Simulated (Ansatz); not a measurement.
The cluster FePt2⁻. Total charge -1; doublet. Geometry PBE0-D4/def2-TZVP, that of the neutral singlet; atoms count from 1.

```xyz
3

Fe    1.1752    0.3556    0.4210
Pt   -0.1462   -1.3188   -0.4787
Pt   -1.0289    0.9632    0.0576
```

In the def2 sets Pt takes a core potential; there is no spin–orbit coupling. The charge -1 doublet is spin-contaminated (final ⟨S²⟩ up to 3.77, 0.75 for a pure state). The highest occupied level of the charge -1 doublet lies above zero (up to 0.01 eV). It is a level of β spin, whose loss leaves a triplet; that state wasn't run at this geometry and level. The electron is either unbound and held by the finite basis, or the level is raised by self-interaction error. The structure comes from a short search, and lower isomers may exist.

Question: Estimate the Mulliken populations from the PBE0/def2-TZVPD orbitals of Ansatz.

Answer: 
```tsv
atom	charge (e)	spin (α − β)	d electrons
Fe1	-0.36	3.05	6.37
Pt2	-0.32	-1.03	8.95
Pt3	-0.32	-1.03	8.95
```
Mulliken values and Mayer orders depend strongly on the basis. With diffuse functions, as here, like atoms can get unlike values, and bond orders can come out too low or too high.

Question: Where does the spin sit?

Answer: Summed by element: Fe 3.05, Pt -2.05, of 1 unpaired in all. Largest on single atoms: Fe1 3.05, Pt3 -1.03, Pt2 -1.03.

Question: And the Mayer bond orders between bonded heavy atoms (over 0.3)?

Answer: Fe1–Pt2 1.21 (2.32 Å); Fe1–Pt3 1.21 (2.32 Å); Pt2–Pt3 1.00 (2.50 Å).
